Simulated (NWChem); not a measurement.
Correlation energy of Te (-1)

SMILES: [Te-]
```xyz
1

Te     0.0000     0.0000     0.0000
```
Charge -1, spin multiplicity 2.

Everything below was run with NWChem.

Basis set: def2-TZVPD. Each correlation energy counts from its own Hartree-Fock reference.

| method | correlation energy (mHa) |
|---|---|
| SCS-UMP2 | -388.3 |
| CCSD on ROHF | -426.6 |
| CCSD[T] on ROHF | -435.9 |
| UMP2 | -440.2 |
| CCSD[T] on UHF | -431.8 |
| CCSD on UHF | -422.8 |
| CCSD(T) on UHF | -431.5 |
| CCSD(T) on ROHF | -435.7 |

The values span 51.9 mHa, from UMP2 (lowest) to SCS-UMP2 (highest). 

Effective core potentials replace the inner electrons of Te; spin-orbit coupling is left out. The correlated methods keep 4 core orbitals frozen. No SCF solution was tested for a lower state. Open-shell Hartree-Fock references start from PBE0 orbitals. No row is a measurement; the coupled-cluster row has its own basis-set and correlation limits.
